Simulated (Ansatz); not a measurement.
Molecule: C4H12V (charge 0, doublet). The spin state was set by rule; other spins were not relaxed. SMILES: [CH3][V]([CH3])([CH3])[CH3]
Geometry: optimised at B3LYP-D3(BJ)/def2-TZVP (Ansatz, a first-principles code).

Parts of the frozen-core correlation energy in def2-SVP (Ansatz, hartree). Frozen orbitals: 13; correlated occupied orbitals by spin: 17 and 16; virtual: 117 and 118. UHF or UKS for open shells. Spin-orbit coupling is left out. No relativistic terms.

```
term                             value
-------------------------  -----------
reference (HF)             -1100.97021
MP2 opposite-spin             -0.56891
MP2 same-spin                 -0.18144
CCSD correlation              -0.83177
(T)                           -0.03680
T1 diagnostic                    0.036
largest doubles amplitude        0.068
<S^2> of the reference           1.088
```
